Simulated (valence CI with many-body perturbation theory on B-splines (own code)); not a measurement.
Results of a calculation; reference values are marked as such.
## Tl LXXVI: what the settings do

Level of theory: valence CI with perturbative core correlation (CI+MBPT): four valence electrons over a frozen Dirac-Fock core [He], a basis of 6 s, 6 p, 5 d, 3 f, 1 g functions for each j, with the one-electron correlation potential Σ1, the two-electron term Σ2, the three-electron term Σ3, Breit, model QED; selected CI, second order for the rest, scaled by the run's own slope (own B-spline code, finite nucleus).

No measured spectrum was set against this ion. As an estimate, large intervals hold to a few tenths of a per cent, small ones and those within an open d or f shell to about a per cent.

The reference run has the lowest level (2s^2 2p1/2^2) J=0 and an ionisation energy of 22786.9 eV. Its largest variational space holds 7449 state functions.

Levels are named by their leading jj configuration (3d3/2^4 stands for four electrons in 3d with j = 3/2), which in mixed levels can hold well under half, so a name can repeat and another be missing. Letters in brackets count levels of one name in rising energy.

Reference levels: (2s^2 2p1/2 2p3/2) J=1 17390, (2s^2 2p1/2 2p3/2) J=2 17536, (2s 2p1/2^2 2p3/2) J=2 20231, (2s 2p1/2^2 2p3/2) J=1 21034, (2s^2 2p3/2^2) J=2 35179, (2s^2 2p3/2^2) J=0 35759, (2s 2p1/2 2p3/2^2) J=2 [a] 37367, (2s 2p1/2 2p3/2^2) J=3 37739, (2s 2p1/2 2p3/2^2) J=0 38343, (2s 2p1/2 2p3/2^2) J=1 [a] 38550, (2s 2p1/2 2p3/2^2) J=2 [b] 38614, (2s 2p1/2 2p3/2^2) J=1 [b] 38657 × 10³ cm⁻¹.

Task: Rank these changes by the mean size of the shift of these levels, smallest first.
A. cutoff of virtual states (hartree) 13122 → 347000
B. scale of Σ1 1 → 2
C. cutoff of virtual states (hartree) 13122 → 20820; highest l with Σ1, explicit Σ2 and valence Breit (higher l get mean screening factors) 3 → 0

Result: A (460 cm⁻¹), B (2000 cm⁻¹), C (51000 cm⁻¹).
